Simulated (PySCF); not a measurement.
ClFH2O2Sn, SMILES [OH][Sn]([OH])([F])[Cl].

The structure is a stationary point at PBE0-D3(BJ)/def2-SVP. The structure was generated by enumeration; whether it is a known compound was not checked. The def2 effective core potentials stand for the cores of Sn; spin–orbit coupling is left out. Other conformers were not sampled.

Level of theory: TDA-PBE/def2-SVPD (PySCF).

Vertical excitations. 

```tsv
state	energy (eV)	λ (nm)	f	main pairs
S1	4.48	277	0.005	HOMO→LUMO 93 %
S2	4.56	272	0.011	HOMO−1→LUMO 91 %
S3	4.87	255	0.016	HOMO−2→LUMO 88 %
S4	4.98	249	0.037	HOMO−3→LUMO 89 %
S5	5.67	219	0.066	HOMO−4→LUMO 76 %
S6	5.75	216	0.061	HOMO−5→LUMO 82 %
S7	6.21	200	0.037	HOMO−6→LUMO 68 %, HOMO−7→LUMO 15 %
S8	6.32	196	0.047	HOMO−7→LUMO 69 %, HOMO−6→LUMO 14 %
S9	7.27	170	0.056	HOMO−8→LUMO 72 %
S10	7.44	167	0.003	HOMO→LUMO+2 54 %, HOMO→LUMO+1 16 %, HOMO−1→LUMO+1 14 %, HOMO−1→LUMO+2 9 %
T1	4.12	301	0	HOMO→LUMO 100 %
T2	4.18	296	0	HOMO−1→LUMO 99 %
T3	4.43	280	0	HOMO−2→LUMO 97 %
T4	4.52	274	0	HOMO−3→LUMO 98 %
```
Triplets are in the Tamm–Dancoff approximation.
